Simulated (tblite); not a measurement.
Isomers of C5H11NSSi. Computed values, GFN2-xTB/tblite, gas phase, harmonic and unscaled. Errors from tens to a few hundred cm⁻¹ against measured bands are possible. Modes of hydrogen on silicon and sulfur can be 10 to 20 % off. One conformer each.

Electronic energies: GFN2-xTB at the same geometries; isomer energies are rough at this level and their order can be wrong.

```
                 SMILES  electronic energy, lowest = 0 (kcal/mol)
  CC#C[C@@H](C)N[SiH2]S                                       5.7
    CNC(=S)C/C=C\[SiH3]                                      26.3
CC(=S)[C@@H]1CN[SiH2]C1                                       0.0
```

**Question.** How do GFN2-xTB zero-point energies change the relative energies?

**Answer.** 
```json
{"SMILES": "CC(=S)[C@@H]1CN[SiH2]C1", "ZPE (kcal/mol)": "93.5", "of it from modes above 1550 cm⁻¹": "45.4", "electronic (kcal/mol)": "0.0", "with ZPE, lowest = 0 (kcal/mol)": "0.0", "lowest mode (cm⁻¹)": "37", "rings": "1"}
{"SMILES": "CC#C[C@@H](C)N[SiH2]S", "ZPE (kcal/mol)": "89.8", "of it from modes above 1550 cm⁻¹": "48.5", "electronic (kcal/mol)": "5.7", "with ZPE, lowest = 0 (kcal/mol)": "2.0", "lowest mode (cm⁻¹)": "16", "rings": "0"}
{"SMILES": "CNC(=S)C/C=C\\[SiH3]", "ZPE (kcal/mol)": "90.2", "of it from modes above 1550 cm⁻¹": "46.9", "electronic (kcal/mol)": "26.3", "with ZPE, lowest = 0 (kcal/mol)": "23.0", "lowest mode (cm⁻¹)": "26", "rings": "0"}
```

The zero-point energies span 3.7 kcal/mol, from `CC#C[C@@H](C)N[SiH2]S` to `CC(=S)[C@@H]1CN[SiH2]C1`. The order is unchanged.
